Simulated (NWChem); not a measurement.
Everything below was run with NWChem. System: H2BN, charge 0, spin multiplicity 3, at the geometry of a parent with another charge or spin, in a state set for the comparison that need not be this species' ground state. Its SCF solution wasn't tested for a lower state. Level: UB2PLYP/def2-TZVP, 2 core orbitals frozen.

Input file:

```
start mol
memory heap 200 mb stack 900 mb global 1100 mb
geometry units angstroms nocenter noautoz
  B      0.000000     0.000000    -0.701057
  N      0.000000     0.000000     0.548845
  H      0.000000     0.000000    -1.891011
  H      0.000000     0.000000     1.554379
  symmetry group C2v
end
basis spherical
  * library def2-tzvp
end
dft
  xc hfexch 0.53 becke88 0.47 lyp 0.73 mp2 0.27
  dftmp2
  odft
  mult 3
  semidirect memsize 60000000 filesize 0
  iterations 100
end
mp2
  freeze core 2
end
task dft energy
```

NWChem printed:

```
             Northwest Computational Chemistry Package (NWChem) 7.3.0
             --------------------------------------------------------

                                NWChem Input Module
                                -------------------

 Scaling coordinates for geometry "geometry" by  1.889725989
 (inverse scale =  0.529177249)

 Turning off AUTOSYM since
 SYMMETRY directive was detected!

                             Geometry "geometry" -> ""
                             -------------------------

 Output coordinates in angstroms (scale by  1.889725989 to convert to a.u.)

  No.       Tag          Charge          X              Y              Z
 ---- ---------------- ---------- -------------- -------------- --------------
    1 B                    5.0000     0.00000000     0.00000000    -0.70105700
    2 N                    7.0000     0.00000000     0.00000000     0.54884500
    3 H                    1.0000     0.00000000     0.00000000    -1.89101100
    4 H                    1.0000     0.00000000     0.00000000     1.55437900

 Effective nuclear repulsion energy (a.u.)      23.5704249663

            Nuclear Dipole moment (a.u.)
            ----------------------------
        X                 Y               Z
 ---------------- ---------------- ----------------
     0.0000000000     0.0000000000    -0.0000037795

      Symmetry information
      --------------------

 Group name             C2v
 Group number             16
 Group order               4
 No. of unique centers     4

      Symmetry unique atoms

     1    2    3    4


 Summary of "ao basis" -> "" (spherical)
 ------------------------------------------------------------------------------
       Tag                 Description            Shells   Functions and Types
 ---------------- ------------------------------  ------  ---------------------
 *                         def2-tzvp                  on all atoms

  dft_input: which_mp2 not specified, using semidirect MP2 by default.

                                 NWChem DFT Module
                                 -----------------

[...]
     2   0 2 0    -13.228036     -9.195270     -4.032766      0.000000
     2   0 1 1     -0.000000     -0.000000     -0.000000      0.000000
     2   0 0 2     -7.865109    -25.352344    -20.216195     37.703429

                   NWChem MP2 Semi-direct Energy/Gradient Module
                   ---------------------------------------------

  Basis functions       =     74
  Molecular orbitals    =     74
  Frozen core           =      2
  Frozen virtuals       =      0
  Active alpha occupied =      6
  Active beta occupied  =      4
  Active alpha virtual  =     66
  Active beta virtual   =     68
  Use MO symmetry       = T
  Use skeleton AO sym   = T

  AO/Fock/Back tols     =   1.0D-09  1.0D-09  1.0D-09

 GA uses MA = F    GA memory limited = T

 Available:
  local mem=  4.43D+07
 global mem=  1.44D+08
 local disk=  0.00D+00
  mp2_memr nvloc                    66
  nvloc new                    66
   1 passes of   6:        5242880                      30963                   3741663.
   1 passes of   6: M     44323107           G      144168248           F      39080227.

 Semi-direct pass number   1 of   1  for UHF alpha       at        3.3s
  vrange nnbf                  2772
  mp2_eaftype                    14  avail_ma_in_mb                   386
 EAF : mp2_eaftype filesize          14    1870831.
  mp2_eaf for mointskh                     14
Node 0 wrote      8.8 Mb in      0.0 s     Agg I/O rate:  1047.7 Mb/s
 Done moints_semi at        5.4s
  mp2_eaftype                    14  avail_ma_in_mb                   386
 EAF : mp2_eaftype filesize          14    1870831.
  mp2_eaf for kh                    14
 Done maket at        5.5s
 Done multipass loop at        5.5s

 GA uses MA = F    GA memory limited = T

 Available:
  local mem=  4.43D+07
 global mem=  1.44D+08
 local disk=  0.00D+00
  mp2_memr nvloc                    68
  nvloc new                    68
   1 passes of   4:        5242880                      24765                   2572987.
   1 passes of   4: M     44323107           G      144168248           F      39080227.

 Semi-direct pass number   1 of   1  for UHF beta        at        5.6s
  vrange nnbf                  2772
  mp2_eaftype                    10  avail_ma_in_mb                   386
 EAF : mp2_eaftype filesize          10    1286494.
  mp2_eaf for mointskh                     10
Node 0 wrote      6.0 Mb in      0.0 s     Agg I/O rate:  1229.4 Mb/s
 Done moints_semi at        7.6s
  mp2_eaftype                    10  avail_ma_in_mb                   386
 EAF : mp2_eaftype filesize          10    1286494.
  mp2_eaf for kh                    10
 Done maket at        7.7s
 Done multipass loop at        7.7s

          -------------------------------------------
          DFT energy                     -80.437750253466
          Unscaled MP2 energy             -0.291122633088
          Total DFT+MP2 energy           -80.516353364400
          -------------------------------------------

 -----------------------
 Performance information
 -----------------------

 Timer overhead =  1.92D-07 seconds/call

               Nr. of calls         CPU time (s)                 Wall time (s)                GFlops
             ---------------    -------------------     ------------------------------   -------------------
Name         Min   Avg   Max    Min     Avg     Max     Min     Avg     Max   Mx/calls   Min     Max     Sum
mp2: moin     2     2     2    4.1     4.1     4.1      4.1     4.1     4.1     2.1      0.0     0.0     0.0
mp2: make     2     2     2   0.20    0.20    0.20     0.20    0.20    0.20    0.10      0.0     0.0     0.0
mp2: tota     1     1     1    4.5     4.5     4.5      4.5     4.5     4.5     4.5      0.0     0.0     0.0

 The average no. of pstat calls per process was 5.00D+00
 with a timing overhead of 9.58D-07s

 Task  times  cpu:        7.7s     wall:        7.7s

 Total times  cpu:        7.7s     wall:        7.7s
```
